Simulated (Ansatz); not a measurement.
Total energies of C2H12BNSi, SMILES `C[BH-](C)[NH2+][SiH3]`.

```xyz
17

C    -0.538   -1.067   -1.336
B    -0.560    0.068   -0.199
C    -1.139    1.500   -0.637
N     1.039    0.297    0.265
Si    1.180   -0.644    1.784
H    -0.064   -2.005   -1.022
H    -1.558   -1.327   -1.634
H    -0.027   -0.732   -2.250
H    -1.070   -0.339    0.850
H    -2.199    1.422   -0.898
H    -0.631    1.904   -1.523
H    -1.075    2.259    0.153
H     1.211    1.288    0.410
H     1.664   -0.009   -0.475
H     0.707   -2.017    1.533
H     2.624   -0.682    2.153
H     0.435    0.086    2.828
```

The species carries charge 0 and has multiplicity 1. The structure was optimised at the PBE0-D4/def2-TZVP level. It is one conformer, not always the lowest. Basis def2-TZVPP, Ansatz 0.2.0.

RPA on PBE orbitals: Hartree–Fock energy of these orbitals -450.83216 Eh, correlation -1.47696 Eh (frozen core).

| functional | energy without D4 (Eh) | D4 term (kJ/mol) |
| --- | --- | --- |
| LDA (SPW92) | -449.91528 | – |
| PBE | -452.23741 | -35.2 |
| revPBE | -452.51251 | -111.4 |
| BLYP | -452.52385 | -77.1 |
| r2SCAN | -452.50272 | -9.2 |
| B97M-V | -452.56442 | – |
| PBE0 | -452.30356 | -29.8 |
| B3LYP | -452.67243 | -55.9 |
| r2SCANh | -452.49670 | -9.7 |
| r2SCAN0 | -452.48870 | -10.7 |
| HSE06 (plane-wave form) | -452.28601 | -27.6 |
| BHLYP | -452.53267 | -40.4 |
| CAM-B3LYP | -452.54613 | -30.0 |
| LC-ωPBE | -452.44969 | – |
| ωB97X-V | -452.54485 | – |
| ωB97M-V | -452.50773 | – |
| B2PLYP | -452.35456 | – |
| PBE-QIDH | -452.20329 | – |

B3LYP takes the VWN-RPA correlation (the form of Gaussian; ORCA's B3LYP/G). HSE06 is the plane-wave form, built on full-range PBE exchange. The double hybrids freeze the cores in their second-order part.

LC-ωPBE has ω = 0.4 bohr⁻¹.
